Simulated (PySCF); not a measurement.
**Electron correlation in Ta⁴⁷⁺ (tantalum, charge +47)**

[Ar] 3d8, high-spin 3F determinant. Calculation: PySCF 2.14, in an uncontracted even-tempered set (18 s from 10 bohr⁻², ratio 2.5; 13 p from 14 bohr⁻², ratio 2.5; 7 d from 14 bohr⁻², ratio 2.5; 4 f from 55 bohr⁻², ratio 2.7; 3 g from 83 bohr⁻², ratio 2.7); the spin-free X2C one-electron Hamiltonian (Gaussian nucleus). Frozen: [Ne]; 16 electrons correlated; the 28 highest virtual orbitals of each spin left out.

MP2 pair energies summed by pair of shells (mhartree):

```
 pair   energy  share (%)
3d-3d  -252.64       38.7
3p-3d  -241.40       36.9
3p-3p   -69.15       10.6
3s-3d   -48.15        7.4
3s-3p   -36.86        5.6
3s-3s    -5.33        0.8
```

Total MP2 correlation energy: -653.53 mhartree.

At this charge the one-electron X2C treatment keeps the bare 1/r₁₂, with no two-electron picture change or Breit term. The effect here is smaller than on the frozen 1s shell; and a scalar Hamiltonian misses the large spin-orbit splitting of the p shells, which matters for ns² → np² pairs.

Spin-orbit coupling is strong in this species, so the high-spin LS determinant is a model state.
